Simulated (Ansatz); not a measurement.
Species: bromo(difluoro)borane, sum formula BBrF2 (charge 0, singlet). 
Coordinates optimised at B3LYP-D3(BJ)/def2-TZVP (Ansatz, a first-principles code):
```xyz
4

B     -0.9474     0.0465     0.0041
F     -1.6665    -1.0523     0.0055
F     -1.5555     1.2103     0.0084
Br     0.9639    -0.0473    -0.0042
```

Computed values are from Ansatz. Valence correlation only, unless marked. UHF or UKS for open shells. No spin-orbit coupling. Frozen are the shells of the preceding noble gas and the d and f shells that filled before the atom's block. No relativistic terms. Basis-set limits of correlation are two-point, X^-3; Hartree-Fock from the larger set. [CCSD(T)-MP2]/basis is that difference in the basis named.

Q: What is the T1 diagnostic at CCSD/cc-pVQZ?

A: 0.012.

Q: What is the total energy at CCSD(T)/CBS(cc-pVTZ,cc-pVQZ)?

A: -2797.2105 Eh.

Q: What is the vertical ionisation energy (to the doublet) at RI-MP2/CBS(aug-cc-pVTZ,aug-cc-pVQZ)+[CCSD(T)-MP2]/aug-cc-pVTZ?

A: 11.96 eV.

Q: What is the vertical triplet-singlet gap at RI-MP2/CBS(aug-cc-pVTZ,aug-cc-pVQZ)+[CCSD(T)-MP2]/aug-cc-pVTZ?

A: 7.35 eV.

Q: What is the atomisation energy De at CCSD(T)/CBS(cc-pVTZ,cc-pVQZ)?

A: 403.0 kcal/mol.
